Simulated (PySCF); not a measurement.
## PdSe₂, triplet: data card

These are results of UPBE0/[Pd def2-SVP with ECP28, Se def2-SVP], scalar-relativistic core potentials, density fitting, no spin–orbit coupling, PySCF, not measurements.

The structure is a minimum.

```json
{"Point group": "C2v", "Bond lengths": "Pd–Se 2.272 Å (×2)", "Bond angles": "Se–Pd–Se 91.0°", "Rotational symmetry number": "2", "Highest occupied level (β)": "-6.49 eV", "Lowest empty level (β)": "-4.54 eV", "Principal quadrupole moments (Buckingham, traceless) about the centre of mass": "-2.48, 0.76, 1.73 D Å", "Heat capacity Cp at 298.15 K": "55.7 J/(mol K)", "Entropy at 298.15 K and 1 bar (electronic part: spin only)": "333.3 J/(mol K)", "Enthalpy at 298.15 K above 0 K": "14.31 kJ/mol", "Rotational constants": "0.1044, 0.04014, 0.02899 cm⁻¹", "Principal polarisabilities": "47.7, 76.2, 106.8 bohr³", "Atomisation energy without zero-point energy": "439 kJ/mol", "Spin squared ⟨S²⟩": "2.014", "Zero-point energy": "3.8 kJ/mol", "Dipole moment": "1.68 D"}
```

Harmonic modes (masses in u: Pd 105.903, Se 79.917):
| symmetry | ω (cm⁻¹) | IR (km/mol) | μ (u) | type |
| --- | --- | --- | --- | --- |
| a1 | 68 | 0.3 | 84.00 | bend |
| b2 | 273 | 0.0 | 89.45 | stretch |
| a1 | 299 | 0.5 | 88.69 | stretch |

In C2v the vibrations span 2a1 + b2. Here b1 is antisymmetric to the molecular plane and b2 lies in it.

Charges (e):
```
 atom  Mulliken  Löwdin  polar tensor  spin (Mulliken)  Mayer order to Pd1
  Pd1      0.07   -0.54          0.16             0.20                   –
Se2,3     -0.04    0.27         -0.08             0.90                1.31
```
Other Mayer orders above 0.3: Se–Se 0.39.

Mulliken populations on Pd1 (electrons outside its core potential): s 2.54, p 6.31, d 9.08, f 0.00.

Formally Pd is in oxidation state +4, d6, with 2 unpaired electrons (the high-spin count would be 4). The Mulliken spin on Pd is 0.20, so most of the spin sits on the ligands and the formal count fails. The polar-tensor charge on Pd, 0.16, is far below the formal one.

Only a few start shapes were tried, so a lower isomer may exist. With open d or f shells other occupations or spin states may lie lower.

The final relaxation and frequency run took of the order of 2.2 core-minutes on a shared host.
